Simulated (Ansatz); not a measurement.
Correlation energies of CH5SeSi (`C[SiH][SeH]`) radical by basis set

| atom | x (Å) | y (Å) | z (Å) |
| --- | --- | --- | --- |
| C1 | 1.031 | 0.059 | -0.421 |
| Si2 | -0.324 | -0.750 | 0.596 |
| Se3 | -2.282 | 0.418 | 0.561 |
| H4 | 1.954 | -0.519 | -0.338 |
| H5 | 1.217 | 1.075 | -0.062 |
| H6 | 0.752 | 0.110 | -1.475 |
| H7 | 0.033 | -0.773 | 2.044 |
| H8 | -2.381 | 0.381 | -0.905 |

Total charge 0; spin multiplicity 2. Correlated methods include outer-core shells of Se, which these sets cover unevenly. Scalar relativity is left out up to krypton. The geometry is a stationary point of PBE0-D4/def2-TZVP. It is one conformer, not always the lowest. Frozen core, unrestricted reference, the Gaussian-basis code of Ansatz.

| basis | HF (Eh) | MP2 corr. |
| --- | --- | --- |
| def2-SVP | -2729.13506 | -0.46610 |
| def2-TZVPP | -2729.58089 | -0.55825 |
| def2-QZVPP | -2729.63913 | -0.88129 |

Estimate the CCSD correlation energy and the (T) correction in each basis where they were run (hartree).


| basis | CCSD corr. | (T) |
| --- | --- | --- |
| def2-SVP | -0.50306 | -0.01387 |
| def2-TZVPP | -0.59467 | -0.02280 |
